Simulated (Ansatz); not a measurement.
Species: C$_{10}$H$_{10}$Si, SMILES `c12-c(ccccc1)cc([SiH3])c2` (charge 0, multiplicity 1), formula C₁₀H₁₀Si.

Q: How many basis functions does frozen-core CCSD(T)/cc-pVDZ // PBE0-D3(BJ)/def2-SVP in Ansatz (a quantum-chemistry and plane-wave program) use, how many core orbitals are frozen, and how many electrons are correlated?

A: 208 basis functions and 15 frozen orbitals, which leaves 54 correlated electrons. Core time is of the order of minutes.
